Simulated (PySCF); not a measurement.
Cycloheptane, C7H14.
Numbering: `[CH2:1]1[CH2:2][CH2:3][CH2:4][CH2:5][CH2:6][CH2:7]1` (hydrogens: H8, H9 on C1; H10, H11 on C2; H12, H13 on C3; H14, H15 on C4; H16, H17 on C5; H18, H19 on C6; H20, H21 on C7)

Cartesian coordinates in Å at the PBE0-D3(BJ)/def2-SVP level; atoms count from 1:
```xyz
21
C7H14 angstrom
C     -0.1921   -1.7009    0.3570
C      1.0695   -1.1410   -0.3051
C      1.5743    0.2020    0.2257
C      0.9023    1.4095   -0.4268
C     -0.5641    1.6397   -0.0765
C     -1.5040    0.4515   -0.2773
C     -1.2775   -0.6848    0.7217
H      0.0876   -2.2443    1.2755
H     -0.6186   -2.4645   -0.3156
H      1.8654   -1.8984   -0.2169
H      0.8967   -1.0302   -1.3899
H      1.4628    0.2486    1.3242
H      2.6575    0.2727    0.0349
H      0.9979    1.3003   -1.5226
H      1.4662    2.3219   -0.1689
H     -0.9301    2.4960   -0.6677
H     -0.6367    1.9549    0.9806
H     -1.4291    0.0744   -1.3134
H     -2.5387    0.8159   -0.1692
H     -1.0422   -0.2304    1.7000
H     -2.2199   -1.2343    0.8795
```

Theory: PBE0-D3(BJ)/def2-SVP geometry optimisation, gas phase (PySCF 2.14.0).

Take the most abundant isotopes and a rigid rotor. The values belong to one conformer with, in the numbering `[CH2:1]1[CH2:2][CH2:3][CH2:4][CH2:5][CH2:6][CH2:7]1`, C7–C1–C2–C3 39°, C1–C2–C3–C4 -85°, C2–C3–C4–C5 70°, C3–C4–C5–C6 -53°.

(1) What are A, B and C (MHz)?

(2) Classify the top.

(3) Is it planar, by Δ = Ic − Ia − Ib?

(4) Give the other two planar moments, Paa and Pbb, and the rms extents of the mass along the axes.

Answers

(1) Ia = 160.41, Ib = 176.58, Ic = 293.27 u·Å²; 505379 MHz·u·Å²/I gives A = 3150, B = 2862, C = 1723 MHz.

(2) An asymmetric top: κ = (2 × 2862 − 3150 − 1723)/(3150 − 1723) = 0.60.

(3) Not planar: Δ = Ic − Ia − Ib = -43.72 u·Å². For a rigid frame Δ = −2 Σ m c², so Σ m c² = 21.86 u·Å² lies off the ab plane: 13.75 from hydrogen and 8.11 from heavier atoms. The atom farthest from that plane is 1.47 Å away.

(4) Paa = Σ m a² = (Ib + Ic − Ia)/2 = 154.72 and Pbb = Σ m b² = (Ia + Ic − Ib)/2 = 138.55 u·Å². With the mass M = 98.11 u, the rms extents √(P/M) along a, b and c are 1.26, 1.19, 0.47 Å.

The dipole components are |μa| = 0.00 D, |μb| = 0.00 D, |μc| = 0.00 D.

No PBE0-D3(BJ)/def2-SVP frequencies stand behind this structure, so it isn't proved a minimum. No vibrational averaging or centrifugal distortion is included, and the geometry carries the error of its method.
